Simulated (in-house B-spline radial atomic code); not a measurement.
## RPA and G0W0 on CAM-B3LYP: the oxygen ion O⁵⁺

Configuration [He] 2s1, highest spin, mean-field start CAM-B3LYP. Computed with a B-spline radial code for spherical atoms: all electrons, scalar-relativistic (spin-free one-electron X2C), finite nucleus, each spin shell either full or empty, empty states to l = 9 with an (l + 1/2)⁻⁴ tail; G0W0 by contour deformation at full frequency.

Command:
```bash
python run_gw.py task.json out
```
Settings (radii: box in bohr, nucleus in fm):
```
Z                        8
electrons                3
configuration            [He] 2s1
hamiltonian              x2c
method                   camb3lyp
lmax                     9
rms_radius               2.6991
spin_polarised           True
box_radius               10.43
intervals                69
ion_configuration        1s2
```

Run time, properties included: 2.5 s on 1 thread of Arm Neoverse N1 (shared host).

Energies (hartree):

```tsv
term	value
mean-field total	-64.25871
Hartree-Fock functional on these orbitals	-64.22668
direct second order	-0.15035
second-order exchange	0.098746
SOSEX correction	0.08773
```

(1) What is the RPA correlation energy, and what remains with SOSEX?

Quasi-particle levels (eV):

| level | occupied | mean field | Σx - vxc | Σc | QP weight | G0W0 |
| --- | --- | --- | --- | --- | --- | --- |
| 2s up | yes | -132.35 | -5.67 | ? | ? | ? |
| 1s down | yes | -666.19 | -35.24 | 2.97 | 0.963 | -698.46 |
| 1s up | yes | -668.07 | -36.99 | 3.05 | 0.933 | -702.01 |
| 2s down | no | -118.11 | 7.49 | -3.09 | 0.934 | -113.71 |

G0W0 = mean field + (Σx - vxc) + Σc, with Σc (partial-wave tail included) taken at the quasi-particle energy.

(2) Where does G0W0 put 2s up?

(3) What does it cost to remove one electron (to 1s2) by differences of total energies, each species on its own start (correlation terms add to the Hartree-Fock functional)?

Results:

(1) RPA gives -0.13728 hartree (-1.25 eV per electron); RPA + SOSEX gives -0.049552, and the second-order doubles -0.0516 hartree (no singles). SOSEX takes back 64 % of the RPA value.

(2) At -139.70 eV, with Σc = -1.68 eV and a quasi-particle weight of 0.970. The tabulated removal energy is 138.119 ± 0.0021 eV (NIST, semi-empirical).

(3) CAM-B3LYP 138.93 eV, Hartree-Fock functional 137.99 eV, + RPA 139.27 eV, + RPA + SOSEX 138.11 eV, + second order 138.12 eV. Tabulated: 138.119 ± 0.0021 eV (NIST, semi-empirical).
